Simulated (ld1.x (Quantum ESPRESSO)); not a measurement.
**Cutoff test, Ru (Z = 44), PAW**

```
Element                 : Ru (Z = 44)
Generator               : ld1.x (Quantum ESPRESSO) 7.5
Type                    : PAW
Functional              : PBE
Relativity              : scalar-relativistic
Frozen core             : [Ar] 3d10 4s2
Valence charge          : 14
Reference configuration : 4p6 4d7 5s0.5 5p0.5
Partial waves           : 5s (bound): rcut 2.20, rcutus 2.70 bohr; 5s channel at 3.5 Ry: rcut 2.20, rcutus 2.70 bohr; 4p (bound): rcut 1.50, rcutus 1.75 bohr; 5p (bound): rcut 1.50, rcutus 1.75 bohr; 4d (bound): rcut 1.65, rcutus 2.15 bohr; 4d channel at 0.4 Ry: rcut 1.65, rcutus 2.15 bohr
Local potential         : all-electron potential smoothed inside 2.10 bohr (lloc = -2)
Core correction         : Bessel-smoothed model core inside 1.80 bohr
Augmentation charge     : BESSEL, radius 1.50 bohr
```

The pseudo-atom Hamiltonian at the reference potential is diagonalised in spherical Bessel functions j_l(qr) that vanish at 20 bohr, with q² up to the cutoff. All-electron valence levels (Ry): 5s -0.3544, 4p -3.4747, 5p -0.0997, 4d -0.4432.

Problem. How do the lowest levels (Ry) of each channel move with the cutoff, and are there ghosts?

Solution.

```
cutoff (Ry)     s #1     p #1     p #2     d #1    d #2    f #1  Σ f·Δε (mRy)
          8  -0.3543  -2.9479  -0.0653  -0.1848  0.0364  0.0850        4987.6
         15  -0.3544  -3.4225  -0.0824  -0.4118  0.0330  0.0850         542.4
         21  -0.3544  -3.4658  -0.0872  -0.4420  0.0326  0.0850          68.4
         35  -0.3544  -3.4741  -0.0983  -0.4430  0.0326  0.0850           5.5
         45  -0.3544  -3.4747  -0.0995  -0.4431  0.0326  0.0850           1.1
         60  -0.3544  -3.4747  -0.0996  -0.4432  0.0326  0.0850           0.5
        400  -0.3544  -3.4748  -0.0997  -0.4432  0.0326  0.0850           0.0
```

Result: no extra level below or beside the all-electron valence levels (s, p, d, f tested); 10 mRy is reached at 30 Ry and 1 mRy at 50 Ry.
